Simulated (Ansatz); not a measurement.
Cost and result up the ladder for the cluster Li₃Br₄ (7 atoms). Charge 0, multiplicity 2. Geometry: r2SCAN-D4/def2-SVP.

```csv
atom,x (Å),y (Å),z (Å)
Li1,-0.1462,1.2768,-2.5705
Li2,-1.1307,0.4365,1.6249
Li3,0.8164,-0.5739,-0.5478
Br4,0.1835,-0.3000,3.5162
Br5,-0.4050,-1.9438,1.1417
Br6,1.0273,-0.6908,-2.9364
Br7,-0.3454,1.7953,-0.2282
```

Ansatz on 4 threads of Arm Neoverse V1 on a shared host. Times are rough, and most runs start from the orbitals of an earlier one. PBE0-D4/def2-TZVP serves as the yardstick here, not as an exact answer. Differences are given only for rows in sets of like size (and for xTB, whose basis is part of the method), since another set adds its own error. Binding counts from free atoms at the same level (Li doublet, Br doublet; other spins of the atoms weren't run), without zero-point energy or a counterpoise term.

LC-ωPBE has ω = 0.4 bohr⁻¹. Correlated methods freeze 36 core orbitals; core or outer-core shells of Li, Br are correlated, in sets that lack core-valence functions. In the doublet, Br4 and Br5 lie 2.95 Å apart (atoms count from 1), so these atoms are partly bonded to each other. Another isomer (doublet) lies 0.20 eV lower at PBE0-D4/def2-TZVP; other spin states weren't run for this one.

Correlated methods converge slowly with the basis.

```
                         level  functions  wall time  binding energy per atom (eV)  difference from PBE0-D4/def2-TZVP (eV)
               PBE-D4/def2-SVP        155        5 s                          2.58                                       –
PBE-D4/def2-TZVP (with forces)        234      9.5 s                          2.51                                    0.03
              PBE0-D4/def2-SVP        155      9.5 s                          2.54                                       –
             LC-ωPBE/def2-TZVP        234       16 s                          2.39                                   -0.08
             RPA@PBE/def2-TZVP        234       17 s                          2.15                                   -0.33
             PBE0-D4/def2-TZVP        234       19 s                          2.47                                    0.00
                 MP2/def2-TZVP        234       20 s                          2.44                                   -0.04
           r2SCAN-D4/def2-TZVP        234       22 s                          2.53                                    0.06
```
